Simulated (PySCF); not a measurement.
SiHF₂Br, SMILES F[SiH](F)Br. Heavy atoms are numbered as in [SiH:1]([F:2])([F:3])[Br:4]. Hydrogens are named by the atom that carries them.

Coordinates come from a ωB97X-D3(BJ)/def2-SVP optimisation.

These are PBE0/pcSseg-1 run with PySCF values and carry that method's errors.

GIAO shieldings, no solvent; atoms alike by connectivity are averaged. δ = σ(ref) − σ: ²⁹Si against TMS (σ = 352.7 ppm); ¹⁹F against CFCl3 (σ = 167.2 ppm); ¹H against TMS (σ = 31.56 ppm), references at their B3LYP-D3(BJ)/def2-TZVP geometries, non-relativistic (without spin–orbit terms, shifts of atoms bonded to Cl or Br come out too high).

Problem. Estimate the chemical shifts. (The exact figures need the calculation; the answer reports its results.)

Solution. 
```csv
nucleus,atoms,count,δ (ppm)
²⁹Si,Si1 (SiH),1,-15.3
¹⁹F,F2,2,-127.3
¹H,H on Si1,1,5.73
```
